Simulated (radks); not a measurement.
Au, 79 electrons, occupied as [Xe] 4f14 5d10 6s1. Calculated with a radial shooting solver on a logarithmic mesh with Libxc functionals: scalar-relativistic Kohn-Sham, PBEsol, spin-unpolarised, spherical densities, finite nucleus; Fermi nuclear charge, rms radius 5.4371 fm. Some entries of the table are withheld. Estimate them.

| orbital | occ. | eigenvalue (hartree) | <1/r> (bohr^-1) |
|---|---|---|---|
| 1s | 2 | -2966.148 | 95.67 |
| 2s | 2 | -523.3972 | 22.44 |
| 2p | 6 | -452.6992 | 19.97 |
| 3s | 2 | -123.5299 | 8.318 |
| 3p | 6 | -103.0128 | 7.591 |
| 3d | 10 | -81.04034 | 7.145 |
| 4s | 2 | -26.79711 | (1) |
| 4p | 6 | -20.06573 | 3.220 |
| 4d | 10 | -11.97163 | 2.886 |
| 5s | 2 | (2) | 1.461 |
| 4f | 14 | -2.98414 | 2.462 |
| 5p | 6 | -2.19796 | (3) |
| 5d | 10 | -0.25372 | 0.8258 |
| 6s | 1 | -0.21295 | 0.4472 |

Answer. 
(1) 4s <1/r> (bohr^-1): 3.566
(2) 5s eigenvalue (hartree): -3.98211
(3) 5p <1/r> (bohr^-1): 1.238
